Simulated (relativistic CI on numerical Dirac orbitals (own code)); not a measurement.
## Yb XLVII: computed level list

Method of calculation: Dirac-Coulomb-Breit CI, separate exchange-only KLI orbitals for each configuration, a model potential for QED, unscaled Slater integrals (own radial code, finite nucleus).

Configuration list (outside the closed core [Ne]): 3s²3p⁶3d⁶, 3s²3p⁵3d⁷, 3s²3p⁴3d⁸, 3s3p⁶3d⁷, 3p⁶3d⁸, 3s3p⁵3d⁸, 3s²3p⁶3d⁵4s, 3s²3p⁶3d⁵4p, 3s²3p⁴3d⁷4s, 3s²3p⁶3d⁵4d, 3s²3p⁵3d⁶4s, 3s²3p⁶3d⁵4f, 3s²3p⁶3d⁴4s², 3s3p⁶3d⁶4s, 3p⁶3d⁷4s, 3p⁶3d⁷4p. Levels of other configurations are missing.

The lowest level is 3s²3p⁶3d⁶ ³F4, with 40 % of that term; Hund's rules for 3s²3p⁶3d⁶ give ⁵D with J = 4, of which the calculation keeps J, while another term leads.

```tsv
No.	Configuration	Term	J	E (eV)	%	Landé g	Lifetime (s)
1	3s²3p⁶3d⁶	³F	4	0.000	40	1.255	
2	3s²3p⁶3d⁶	³P	2	7.030	41	1.281	5.82e+01
3	3s²3p⁶3d⁶	³P	0	22.619	51		3.20e-01
4	3s²3p⁶3d⁶	⁵D	3	46.737	65	1.355	7.02e-07
5	3s²3p⁶3d⁶	⁵D	4	48.751	44	1.170	7.57e-07
6	3s²3p⁶3d⁶	⁵D	1	51.090	50	1.304	6.54e-07
7	3s²3p⁶3d⁶	³G	5	56.423	61	1.125	3.44e-06
8	3s²3p⁶3d⁶	³H	6	56.519	68	1.103	8.05e-02
9	3s²3p⁶3d⁶	³F	2	62.343	48	0.969	1.10e-06
10	3s²3p⁶3d⁶	³D	3	63.730	31	1.059	1.54e-06
11	3s²3p⁶3d⁶	³P	0	73.119	72		1.66e-05
12	3s²3p⁶3d⁶	¹G	4	76.331	41	1.044	2.27e-05
13	3s²3p⁶3d⁶	³D	2	76.472	36	1.111	4.42e-06
14	3s²3p⁶3d⁶	³P	1	77.004	60	1.158	1.43e-06
15	3s²3p⁶3d⁶	³F	3	79.290	55	1.058	2.32e-06
16	3s²3p⁶3d⁶	⁵D	2	99.083	61	1.439	3.12e-07
17	3s²3p⁶3d⁶	⁵D	0	101.979	62		2.80e-07
18	3s²3p⁶3d⁶	³H	4	105.278	42	1.092	3.76e-07
19	3s²3p⁶3d⁶	⁵D	3	108.609	28	1.203	4.09e-07
20	3s²3p⁶3d⁶	³H	5	109.361	61	1.089	6.80e-07
21	3s²3p⁶3d⁶	¹I	6	112.806	68	1.044	1.11e-06
22	3s²3p⁶3d⁶	³G	3	115.377	43	0.958	6.06e-07
23	3s²3p⁶3d⁶	³D	1	118.312	48	1.009	4.95e-07
24	3s²3p⁶3d⁶	¹G	4	120.234	52	1.047	7.66e-07
25	3s²3p⁶3d⁶	³F	2	121.127	34	1.048	6.46e-07
26	3s²3p⁶3d⁶	³F	2	131.603	69	0.859	4.28e-07
27	3s²3p⁶3d⁶	³F	4	136.032	62	1.151	6.56e-07
28	3s²3p⁶3d⁶	¹D	2	153.367	81	1.019	6.68e-07
29	3s²3p⁶3d⁶	³P	1	157.197	62	1.491	1.78e-07
30	3s²3p⁶3d⁶	¹S	0	168.913	79		4.61e-07
31	3s²3p⁶3d⁶	¹G	4	169.660	40	1.023	2.60e-07
32	3s²3p⁶3d⁶	³P	2	175.269	35	1.194	2.74e-07
33	3s²3p⁶3d⁶	³F	3	177.326	39	1.059	2.94e-07
34	3s²3p⁶3d⁶	³P	0	222.017	58		1.37e-07
35	3s²3p⁵3d⁷	⁵G°	6	345.914	69	1.268	4.91e-11
36	3s²3p⁵3d⁷	³P°	0	356.272	58		4.13e-11
37	3s²3p⁵3d⁷	³G°	5	356.886	45	1.233	3.72e-12
38	3s²3p⁵3d⁷	³D°	3	357.220	57	1.256	9.03e-12
39	3s²3p⁵3d⁷	³F°	4	369.097	54	1.275	3.99e-11
40	3s²3p⁵3d⁷	³P°	2	369.405	34	1.253	1.54e-11
41	3s²3p⁵3d⁷	³P°	2	382.389	35	1.227	1.24e-12
42	3s²3p⁵3d⁷	³D°	3	388.049	46	1.204	2.16e-12
43	3s²3p⁵3d⁷	³F°	4	388.348	36	1.243	7.77e-13
44	3s²3p⁵3d⁷	³D°	3	399.065	36	1.353	5.70e-13
45	3s²3p⁵3d⁷	⁵G°	5	399.662	67	1.244	1.21e-11
```

Energies count from the lowest computed level; ° marks odd parity; lifetimes are radiative, by E1, M1, E2, M2 decay to levels of this space only.

The mean weight of the leading LS term, summed over parents, in these 45 levels is 52 %, and that of the leading jj configuration (from the same eigenvectors) 95 %, so jj coupling describes them better and the LS labels are nominal.

At this charge energies of transitions that change n are usually good to better than 1 %, and those within a shell (Δn = 0) to a few per cent.

LS names give the leading component of a level, which can be under half, so a name can repeat, a term be missing and a line seem to break the LS rules.
